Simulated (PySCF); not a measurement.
C₆H₄NS (charge +1).
Atom-mapped SMILES: `[N:1]#[C:2][c:3]1[cH:4][cH:5][s+:6][cH:7][cH:8]1` (hydrogens: H9 on C4; H10 on C5; H11 on C7; H12 on C8)

Structure used (GFN2-xTB), in Å, numbered top down from 1:
```xyz
12
C6H4NS angstrom
N      3.175   -1.153   -0.109
C      2.101   -0.763   -0.073
C      0.766   -0.278   -0.028
C     -0.285   -1.203    0.058
C     -1.601   -0.824    0.107
S     -2.148    0.780    0.068
C     -0.704    1.660   -0.035
C      0.549    1.107   -0.071
H     -0.042   -2.258    0.088
H     -2.385   -1.564    0.176
H     -0.834    2.733   -0.072
H      1.409    1.762   -0.135
```

The closed-shell SCF was solved with PySCF and density fitting under several settings on one GFN2-xTB geometry (grid level 2 and gas phase unless stated).

| settings | basis functions | SCF cycles | E (Eh) | HOMO (eV) | LUMO (eV) |
| --- | --- | --- | --- | --- | --- |
| PBE0/pcSseg-1 | 163 | 15 | -683.1373 | -13.84 | -8.81 |
| CAM-B3LYP/def2-SVPD | 199 | 14 | -683.1991 | -14.97 | -7.73 |

Estimate the row for these settings: PBE0/aug-cc-pVDZ, start guess atom, fitting basis def2-universal-jkfit.

| settings | basis functions | SCF cycles | E (Eh) | HOMO (eV) | LUMO (eV) |
| --- | --- | --- | --- | --- | --- |
| PBE0/aug-cc-pVDZ, start guess atom, fitting basis def2-universal-jkfit | 224 | 12 | -683.2316 | -13.72 | -8.68 |

Over all rows, what range does the HOMO–LUMO gap span?

From 5.03 eV (PBE0/pcSseg-1) to 7.24 eV (CAM-B3LYP/def2-SVPD). The functional of the narrowest has 25 % exact exchange, that of the widest range-separated exact exchange.

Compare two rows with the functional PBE0: PBE0/pcSseg-1 and PBE0/aug-cc-pVDZ, start guess atom, fitting basis def2-universal-jkfit. Which energy is lower, and by how much?

PBE0/aug-cc-pVDZ, start guess atom, fitting basis def2-universal-jkfit (224 functions) lies 0.0943 Eh or 59 kcal/mol below PBE0/pcSseg-1 (163 functions).

Cycle counts include a coarse-grid stage where the run had one.
